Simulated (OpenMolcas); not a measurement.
## Co7+, Rh7+, Ir7+: d² down the group

```
Program             : OpenMolcas 26.06
Method              : RASSCF
Basis               : ANO-R2
Scalar Hamiltonian  : X2C, finite nucleus
Spin-orbit coupling : state interaction with AMFI integrals over the reference wave functions, term energies averaged over their components
```

Active space for each ion: 8 electrons in 8 orbitals (RAS1 p, at most 2 holes; RAS2 d).

Computed levels in cm-1 above ³F₂:

```tsv
Level	Co7+	Rh7+	Ir7+
³F₃	1430	3592	13013
³F₄	3196	7441	22784
³P₀	25388	17668	18932
³P₁	25923	19315	27294
³P₂	27125	23150	41428
¹G₄	36445	27748	39619
¹S₀	76447	55544	68144
weight of ³F in the lowest level (%)	100	97	87
```

Mixed levels, with the weight of the term that names them: Rh7+ ³P₂ (71 %), Ir7+ ³P₂ (55 %).

Measured, with the error of the calculation in %. Measured levels: Co7+ from Sugar and Corliss, J. Phys. Chem. Ref. Data 10, 1097 (1981); Ir7+ from van het Hof, Joshi, Wyart and Sugar, J. Res. Natl. Inst. Stand. Technol. 100, 687 (1995).

```
Level           Co7+          Ir7+
  ³F₃       1430 (0)  12672 (+2.7)
  ³F₄    3144 (+1.7)  21615 (+5.4)
  ³P₀  22304 (+13.8)  17254 (+9.7)
  ³P₁  22839 (+13.5)  25221 (+8.2)
  ³P₂  24055 (+12.8)  38878 (+6.6)
  ¹G₄  32360 (+12.6)  36253 (+9.3)
  ¹S₀   74247 (+3.0)  65022 (+4.8)
```

The fine-structure level ³F₄ changes by a factor of 7.13 from Co7+ to Ir7+.

Without spin-orbit coupling ³P lies 24490, 15715, 14259 cm-1 above ³F in that order; the difference to the level ³P₀, of either sign, comes from spin-orbit coupling, which also lowers the zero.

Without dynamic correlation excited terms often stand tens of per cent too high (terms of higher spin than the ground term too low), and those without a measured partner can miss by more than the paired ones. Active for correlation alone: 3p; no level in the range computed is led by a configuration that opens it, so any true level of that kind is missing (holds for Co7+). Active for correlation alone: 4p; no level in the range computed is led by a configuration that opens it, so any true level of that kind is missing (holds for Rh7+). Active for correlation alone: 5p; no level in the range computed is led by a configuration that opens it, so any true level of that kind is missing (holds for Ir7+). Computed and measured levels are paired by configuration, term and J; levels that our copy of the source lacks, or whose pairing is in doubt (as where it misses far off the trend of its configuration), stay unpaired and out of the deviations. Levels of configurations outside the active space are missing.
